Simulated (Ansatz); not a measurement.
**Question.** Name a neutral molecule of Al, C, Cl and H with HOMO–LUMO gap (B3LYP/def2-TZVPP) between 6.90 and 7.20 eV and HOMO energy (PBE/def2-TZVPP) between -7.15 and -6.85 eV (Ansatz, PBE0-D4/def2-TZVP geometry).

**Answer.** `C[CH2][Al]([Cl])[Cl]` (7.02 eV, -7.04 eV). Other molecules can fit too; these were computed, each in one conformer that needn't be the lowest.

B3LYP here is the variant with VWN-RPA as its local correlation; programs differ in this.
